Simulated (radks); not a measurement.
Species: Ce2+. Configuration: [Xe] 4f1 6p1 (not the ground configuration). Calculated with a radial shooting solver on a logarithmic mesh with Libxc functionals: scalar-relativistic Kohn-Sham, OLYP, spin-polarised, spherical densities, point nucleus; open shells are filled with parallel spins first (spin-orbit coupling, left out, can overturn this in heavy ions).

Unscreened Slater integrals over Kohn-Sham orbitals (hartree). They are taken over the spin-up orbitals.

integral       value
F0(6p,6p)    0.20903
F2(6p,6p)    0.11776
F0(6p,4f)    0.26951
F2(6p,4f)   0.041475
G2(6p,4f)   0.010859
G4(6p,4f)  0.0099324
F0(6p,5p)    0.25901
F2(6p,5p)   0.066893
G0(6p,5p)   0.012349
G2(6p,5p)   0.016914
F0(6p,5s)    0.26245
G1(6p,5s)   0.019871
F0(4f,4f)    0.88172
F2(4f,4f)    0.41212
F4(4f,4f)    0.25710
F6(4f,4f)    0.18453
F0(4f,5p)    0.61485
F2(4f,5p)    0.23278
G2(4f,5p)    0.13487
G4(4f,5p)    0.10250
F0(4f,5s)    0.67775
G3(4f,5s)    0.14866
F0(5p,5p)    0.52625
F2(5p,5p)    0.28569
F0(5p,5s)    0.55855
G1(5p,5s)    0.37669
F0(5s,5s)    0.59973

Derived for the open shells (J is the average intra-shell exchange parameter used in DFT+U). 4f: F4/F2 = 0.624, F6/F2 = 0.448, J = (286 F2 + 195 F4 + 250 F6)/6435 = 0.03328 hartree. 6p: J = F2/5 = 0.02355 hartree.
